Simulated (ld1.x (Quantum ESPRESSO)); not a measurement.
**Configuration tests for niobium (Nb) (TM)**

```
Element                 : Nb
Generator               : ld1.x (Quantum ESPRESSO) 7.5
Type                    : norm-conserving Troullier–Martins (Kleinman–Bylander form)
Functional              : LDA (PZ)
Relativity              : scalar-relativistic
Frozen core             : [Kr]
Valence charge          : 5
Reference configuration : 4d4 5s0.5 5p0 (charge +0.5)
Partial waves           : 5p (bound, empty): rc 3.05 bohr; 4d (bound): rc 2.25 bohr; 5s (bound): rc 2.15 bohr
Local potential         : the s channel
Core correction         : none
```

Energies are relative to the spin-unpolarised reference configuration 4d4 5s0.5 5p0; without spin polarisation the order of configurations can differ from experiment. Spin-polarised rows fill each open shell by Hund’s rule, majority spin first.

| valence configuration | charge | ΔE all-electron (eV) | error AE − PS (meV) |
| --- | --- | --- | --- |
| 4d4 5s1 5p0 | 0 | -2.765 | +4.5 |
| 4d4 5s0 5p0 | +1 | 4.151 | +6.2 |
| 4d3 5s0 5p0 | +2 | 18.428 | -20 |
| 4d2 5s0 5p0 | +3 | 43.362 | -95 |
| 4d3 5s1 5p1 | 0 | 0.058 | -13 |
| 4d3 5s2 5p0 | 0 | -3.326 | +48 |
| 4d4 5s0.5 5p0 (spin-polarised) | +0.5 | -2.366 | +2486 |
| 4d4 5s1 5p0 (spin-polarised) | 0 | -5.374 | +2450 |

Task: What are ΔE and the potential's error for 4d4.5 5s0.5 5p0?

Result: ΔE = -2.181 eV all-electron; the error (AE − PS) is -1.7 meV.
